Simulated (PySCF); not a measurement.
## Polarisability and C₆ of Sn²⁺ (tin, charge +2)

[Kr] 4d10 5s2, closed-shell 1S. All numbers are calculated (PySCF 2.14, scalar relativity through the core potential, in aug-cc-pVTZ-PP with one added diffuse shell each of d, f type with ECP28MDF (6s5p5d3f, 67 functions)). Coupled (time-dependent) response in atomic units; α is the mean over directions.

```json
{"method": "UHF", "mean α (bohr³)": "17.74", "C₆ (like pair)": "95.68", "S(−4)": "132.1"}
{"method": "PBE", "mean α (bohr³)": "14.62", "C₆ (like pair)": "75.58", "S(−4)": "84.24"}
{"method": "PBE0", "mean α (bohr³)": "15.33", "C₆ (like pair)": "79.99", "S(−4)": "94.20"}
{"method": "CAM-B3LYP", "mean α (bohr³)": "15.03", "C₆ (like pair)": "77.71", "S(−4)": "90.96"}
{"method": "wB97X", "mean α (bohr³)": "15.37", "C₆ (like pair)": "79.80", "S(−4)": "96.36"}
```

S(−4) is the Cauchy moment in α(ω) = α(0) + S(−4) ω² + …

α(iu) at PBE:

```tsv
u (hartree)	α(iu) (bohr³)
0	14.62
0.0500	14.41
0.100	13.83
0.200	11.96
0.300	9.864
0.500	6.621
0.750	4.356
1.00	3.131
1.50	1.897
2.00	1.286
3.00	0.6998
5.00	0.2933
```

A single London oscillator, α(iu) = α/(1 + u²/ω²), gives C₆ = (3/4) ω α². Matching the computed C₆ needs ω = 4 × 75.58 / (3 × 14.62²) = 0.471 hartree.

For an ion, C₆ is the dispersion term alone; charge-induced terms of lower order in 1/R come first.

Energies and moments cover only the electrons outside the core potential.
